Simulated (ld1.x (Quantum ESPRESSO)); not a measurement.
**u(r) = r·R(r): atom against pseudo-atom (fluorine)**

Columns: radius, all-electron u(r) and pseudo u(r) of the 2p shell (level -11.29 eV) of fluorine in the configuration [He] 2s2 2p5; LDA (PZ), scalar-relativistic, TM scheme, ld1.x (Quantum ESPRESSO) 7.5.

| r (bohr) | all-electron | pseudo |
| --- | --- | --- |
| 0.093 | 0.1239 | 0.0359 |
| 0.185 | 0.3402 | 0.1366 |
| 0.278 | 0.5448 | 0.2887 |
| 0.370 | 0.7013 | 0.4662 |
| 0.463 | 0.8090 | 0.6462 |
| 0.555 | 0.8718 | 0.8003 |
| 0.648 | 0.9003 | 0.9137 |
| 0.740 | 0.9026 | 0.9758 |
| 0.833 | 0.8865 | 0.9899 |
| 0.925 | 0.8582 | 0.9652 |
| 1.018 | 0.8217 | 0.9142 |
| 1.110 | 0.7809 | 0.8505 |
| 1.203 | 0.7372 | 0.7830 |
| 1.295 | 0.6933 | 0.7195 |
| 1.388 | 0.6491 | 0.6616 |
| 1.480 | 0.6066 | 0.6113 |
| 1.573 | 0.5650 | 0.5662 |
| 1.665 | 0.5258 | 0.5260 |
| 1.758 | 0.4882 | 0.4882 |
| 1.850 | 0.4530 | 0.4530 |
| 1.943 | 0.4196 | 0.4196 |
| 2.035 | 0.3886 | 0.3886 |
| 2.128 | 0.3593 | 0.3593 |
| 2.220 | 0.3323 | 0.3323 |
| 2.313 | 0.3068 | 0.3068 |
| 2.405 | 0.2834 | 0.2834 |

(1) How many radial nodes do the two functions have?

(2) At about which radius was the pseudo-wave matched?

(3) Is the pseudo-wave norm-conserving?

Results:

(1) The all-electron 2p function has n − l − 1 = 0; the pseudo-wave has 0.

(2) 1.85 bohr. The columns agree to 0.0005 from 1.67 bohr on; several derivatives are matched, so the curves merge somewhat inside the radius.

(3) Yes: the TM scheme keeps the norm inside the radius equal to the all-electron one, which fixes the energy derivative of the logarithmic derivative at the level.
